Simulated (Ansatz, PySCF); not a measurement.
In(Me)2 (C2H6In), SMILES [In+]([CH3])[CH3], charge +1. Atoms are numbered in the order given.

```xyz
9

In     0.0000     0.0000     0.0000
C      0.0000     0.0000    -2.1309
H      0.8932     0.5404    -2.4766
H     -0.9146     0.5034    -2.4766
H      0.0214    -1.0438    -2.4766
C      0.0000     0.0000     2.1309
H      0.8932    -0.5404     2.4766
H     -0.9146    -0.5034     2.4766
H      0.0214     1.0438     2.4766
```
Charge +1, spin multiplicity 1.

Coordinates come from a B3LYP-D3(BJ)/def2-SVP optimisation. The spin state was assumed, not searched. The isomer is the one that the SMILES or the coordinates give; other isomers of the formula were not compared. The def2 effective core potentials stand for the cores of In; spin–orbit coupling is left out.

Vertical ionisation energy (IE) and electron affinity (EA) in eV. Rows of orbital energies are one-electron estimates. Where ΔSCF, EOM or ADC give a negative EA the extra electron is unbound and the value depends on the basis.

| level | IE | EA |
|---|---|---|
| −ε(HOMO), −ε(LUMO), ωB97X/def2-TZVPD (PySCF) | 15.49 | 4.64 |
| −ε(HOMO), −ε(LUMO), PBE/def2-TZVPD (PySCF) | 12.27 | 7.28 |
| ΔSCF, PBE0/def2-SVPD (Ansatz), final states of multiplicity 2 and 2 | 15.49 | 4.81 |
| ΔSCF, PBE/def2-SVPD (Ansatz), final states of multiplicity 2 and 2 | 15.46 | 4.81 |

Q: What vertical singlet–triplet gap does ΔSCF give with PBE0/def2-SVPD (Ansatz, an electronic-structure program) and with PBE/def2-SVPD (Ansatz)? (Estimate from the structure and the level; the computed values follow.)

A: 4.75 and 4.68 eV (triplet above singlet where positive).
